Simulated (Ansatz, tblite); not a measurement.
Removing an electron: the cluster PbSe2⁻ (the lowest doublet isomer of a short search). The state is a doublet with charge -1. Geometry: r2SCAN-D4/def2-TZVPD. Ansatz, gas phase; energy differences of separate SCF runs; the oxidised species is a triplet (the singlet lies 0.09 eV higher at PBE0-D4/def2-TZVPD).

```xyz
3

Pb   -0.452    0.400   -0.435
Se    1.826    1.418    0.045
Se   -1.375   -1.818    0.390
```

In the def2 sets Pb takes a core potential; there is no spin–orbit coupling. The xTB rows come from tblite. The order of the spin states hangs on the level: the singlet lies 0.08 eV below the triplet at PBE-D4/def2-TZVPD, but 0.05 eV above it at r2SCAN-D4/def2-TZVPD. The singlet is doubtful at r2SCAN-D4/def2-TZVPD (restricted singlet with a triplet 0.05 eV lower at the same geometry). The structure comes from a short search, and lower isomers may exist.

```
               level  −HOMO (eV)  vertical IE (eV)  −LUMO (eV)  HOMO–LUMO gap (eV)
            GFN1-xTB           –              6.04           –                   –
            GFN2-xTB           –              8.45           –                   –
   PBE-D4/def2-TZVPD        0.88              3.25        0.17                0.71
r2SCAN-D4/def2-TZVPD        1.06              3.31        0.08                0.98
  PBE0-D4/def2-TZVPD        1.74              3.29       -0.45                2.19
```

  HOMO and LUMO are the levels of the spin that leaves or enters (xTB has no such levels and no spin-polarisation term). Other spin states of the ions may lie lower, which would lower the ionisation energy or raise the affinity. Raw xTB energy differences between charge states are shifted by several eV; the methods need an empirical correction for them.
